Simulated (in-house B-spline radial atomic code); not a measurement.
Sr⁺. Computed with a B-spline radial atomic code. Model: non-relativistic spherical atom: semilocal Troullier-Martins pseudo-atom, one channel per l, against all electrons, high spin, G0W0 and RPA with empty states to l = 8, local potential for every l without a channel, a model core (radius 0 = none) keeps its share of the functional.

Without relativity these are model numbers for so heavy an element.

What the tables leave out is listed at the end.

The pseudopotential gives back the lowest level of each angular momentum of its own functional in the configuration it was made in; a second state of the same l is only approximately right. Exact exchange, RPA and GW see the smooth pseudo-orbitals and miss the exchange with the core, for which the functional's share stands in. The column with an uncorrelated core keeps all orbitals and exact exchange, and so separates missing core correlation from pseudisation. Only the three outermost levels and the lowest empty one were computed. RPA here is direct RPA, with no exchange kernel, and its energies carry an (l + 1/2)⁻⁴ tail. A hybrid on a potential with a model core restores only its own semilocal share of the core's exchange.

Command:
```bash
python run_psgw.py task.json out
```
Settings (lengths in bohr, energies in hartree):
```
Z                      38
electrons              37
configuration          [Kr] 5s1
generated_in           [Kr] 5s2
functional             pbe,pbe
core_shells            7
radius_factor          1
core_correction        False
ion_configuration      [Ar] 3d10 4s2 4p6
```

Cost of the run: 63 s on 1 thread of Arm Neoverse N1, on a shared host.

Given: made with PBE; model core radius 0 bohr; local radius 1.64 bohr; mean-field start PBE.

Valence shells of the generating configuration: 4p, 5s.

Channel: s 3.4, p 1.33, d 2.041 (radii in bohr).

Computed: largest level miss in the spin-unpolarised generating configuration 0.001 eV; valence RPA correlation energy all-electron orbitals -0.31361 hartree; valence RPA correlation energy pseudo -0.42914 hartree; pseudo-atom RPA polarisability 60.913 bohr³; ionisation by mean-field all-electron 11.02 eV; ionisation by mean-field pseudo minus all -0.026 eV; ionisation by RPA pseudo minus all 0.449 eV.

```csv
level,occupied,mean-field all-electron (eV),mean-field pseudo minus all (eV),G0W0 all-electron (eV),G0W0 uncorrelated core minus all (eV),G0W0 pseudo minus all (eV),exchange self-energy all-electron (eV),exchange self-energy pseudo (eV)
5s up,1,-8.5487,0,-11.334,0.044,-0.332,-7.8203,-7.564
```

(1) What is the ionisation by RPA all-electron?

(2) What is the all-electron RPA polarisability, core included?

Given: mean-field start PBE0.

Computed: valence RPA correlation energy all-electron orbitals -0.28808 hartree; valence RPA correlation energy pseudo -0.40042 hartree; all-electron RPA polarisability, core included 51.784 bohr³; ionisation by mean-field pseudo minus all 0.204 eV; ionisation by RPA all-electron 11.248 eV; ionisation by RPA pseudo minus all 0.463 eV.

```json
{"level": "5s up", "occupied": "1", "mean-field all-electron (eV)": "-9.0974", "mean-field pseudo minus all (eV)": "-0.175", "G0W0 all-electron (eV)": "-11.298", "G0W0 uncorrelated core minus all (eV)": "0.045", "G0W0 pseudo minus all (eV)": "-0.411", "exchange self-energy all-electron (eV)": "-7.7011", "exchange self-energy pseudo (eV)": "-7.7999"}
{"level": "5s down (empty)", "occupied": "0", "mean-field all-electron (eV)": "-6.8319", "mean-field pseudo minus all (eV)": "-0.13", "G0W0 all-electron (eV)": "-5.786", "G0W0 uncorrelated core minus all (eV)": "0.044", "G0W0 pseudo minus all (eV)": "-0.29", "exchange self-energy all-electron (eV)": "-1.5289", "exchange self-energy pseudo (eV)": "-1.4772"}
```

(3) What is the ionisation by mean-field all-electron?

(4) What is the pseudo-atom RPA polarisability?

Given: mean-field start Hartree-Fock.

Computed: valence RPA correlation energy all-electron orbitals -0.23525 hartree; all-electron RPA polarisability, core included 39.269 bohr³; ionisation by mean-field all-electron 10.294 eV; ionisation by mean-field pseudo minus all 0.905 eV; ionisation by RPA all-electron 10.992 eV; ionisation by RPA pseudo minus all 0.509 eV.

```json
{"level": "5s up", "occupied": "1", "mean-field all-electron (eV)": "-10.321", "mean-field pseudo minus all (eV)": "-0.963", "G0W0 all-electron (eV)": "-11.132", "G0W0 uncorrelated core minus all (eV)": "0.042", "G0W0 pseudo minus all (eV)": "-0.577", "exchange self-energy all-electron (eV)": "-7.2322", "exchange self-energy pseudo (eV)": "-8.4073"}
{"level": "4p down", "occupied": "1", "mean-field all-electron (eV)": "-35.738", "mean-field pseudo minus all (eV)": "2.728", "G0W0 all-electron (eV)": "-36.022", "G0W0 uncorrelated core minus all (eV)": "-0.162", "G0W0 pseudo minus all (eV)": "1.883", "exchange self-energy all-electron (eV)": "-27.04", "exchange self-energy pseudo (eV)": "-18.856"}
{"level": "4p up", "occupied": "?", "mean-field all-electron (eV)": "?", "mean-field pseudo minus all (eV)": "?", "G0W0 all-electron (eV)": "?", "G0W0 uncorrelated core minus all (eV)": "?", "G0W0 pseudo minus all (eV)": "?", "exchange self-energy all-electron (eV)": "?", "exchange self-energy pseudo (eV)": "?"}
{"level": "5s down (empty)", "occupied": "0", "mean-field all-electron (eV)": "-4.5403", "mean-field pseudo minus all (eV)": "-0.384", "G0W0 all-electron (eV)": "-5.4687", "G0W0 uncorrelated core minus all (eV)": "0.029", "G0W0 pseudo minus all (eV)": "-0.164", "exchange self-energy all-electron (eV)": "-0.83691", "exchange self-energy pseudo (eV)": "-1.1795"}
```

(5) What belongs in the row 4p up?

(6) What is the pseudo-atom RPA polarisability?

(7) What is the valence RPA correlation energy pseudo?

Results:

(1) 11.417 eV.

(2) 61.077 bohr³.

(3) 10.895 eV.

(4) 47.545 bohr³.

(5) occupied: 1; mean-field all-electron (eV): -35.848; mean-field pseudo minus all (eV): 2.384; G0W0 all-electron (eV): -36.118; G0W0 uncorrelated core minus all (eV): -0.166; G0W0 pseudo minus all (eV): 1.821; exchange self-energy all-electron (eV): -27.055; exchange self-energy pseudo (eV): -19.161.

(6) 28.727 bohr³.

(7) -0.33895 hartree.

Among the listed levels the largest G0W0 shift of the pseudo-atom is +1.88 eV, for 4p down on the Hartree-Fock start, while leaving the core uncorrelated moves that level by -0.16 eV. So pseudisation and the lost core exchange, not the missing core correlation, make the error. Not in the tables (levels of low weight, unsolved or above zero; the highest and the empty levels are kept at any weight): on PBE the G0W0 levels 4p down (pseudo minus all +0.62 eV, weights 0.57 and 0.42), 4p up (pseudo minus all +0.90 eV, weights 0.43 and 0.34), 5s down (pseudo minus all -0.34 eV, weights 0.65 and 0.58); on PBE0 the G0W0 levels 4p down (pseudo minus all +1.79 eV, weights 0.50 and 0.70), 4p up (pseudo minus all +1.81 eV, weights 0.54 and 0.69).
